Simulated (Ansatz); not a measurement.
The first iterations of a band of a periodic cell of 17 atoms, AlSi₁₆ (host Si, host structure diamond, interstitial Al).

Theory: DFT PBE, scalar-relativistic, plane waves, PAW (Ansatz 0.2.0). Settings: PAW set soft_1, cutoff 420 eV, k mesh 2x2x2, gaussian smearing 0.02 eV, spin collinear.

| Item | Value |
| --- | --- |
| movable images | 5 |
| climbing image | yes |
| spring | 10.0 eV/Å² |
| optimiser | quadratic models (default) |
| start path | IDPP |
| force threshold | 0.03 eV/Å |
| iteration limit | 67 |
| end points | relaxed |

Initial state:

```xyz
17
Lattice="0.0000 5.4300 5.4300 5.4300 0.0000 5.4300 5.4300 5.4300 0.0000" Properties=species:S:1:pos:R:3
Si -0.047 0.047 -0.047
Si 1.358 1.373 1.358
Si 2.729 2.701 -0.014
Si 4.057 4.072 1.358
Si 2.764 0.049 2.764
Si 4.075 1.358 4.073
Si 5.383 2.668 2.762
Si 6.788 4.073 4.088
Si -0.014 2.701 2.729
Si 1.358 4.072 4.057
Si 2.729 5.444 2.729
Si 4.072 6.787 4.072
Si 2.763 2.667 5.382
Si 4.088 4.073 6.788
Si 5.416 5.444 5.416
Si 6.788 6.772 6.787
Al 6.791 9.503 6.789
```

Final state:

Only the atoms that move by more than 0.05 Å are listed.
```
Si1 0.001 -0.002 -0.003
Si5 2.717 0.013 2.712
Si7 5.417 2.712 2.712
Si8 6.742 4.118 4.117
Si12 4.121 6.738 4.117
Si13 2.716 2.713 5.412
Si14 4.122 4.119 6.736
Si16 6.740 6.737 6.736
Al17 8.146 8.142 8.140
```

| iteration | highest image above the first end (eV) | largest band force component (eV/Å) |
| --- | --- | --- |
| 1 | 1.685 | 3.067 |
| 2 | 0.988 | 1.145 |

Q: Does the band converge within its limit, and where does its top end?

A: The forces met the threshold. It ended after 6 iterations with the highest image 0.771 eV above the first end. By the program's own check the climbing image is a first-order saddle point (lowest curvatures found: -3.56 and 0.85 eV/Å²). Limits of this set-up: coarse k mesh.

The run took 2.7 min on 2 threads of AMD EPYC 7B13 (Zen 3) (shared host), peak memory 1.6 GiB.
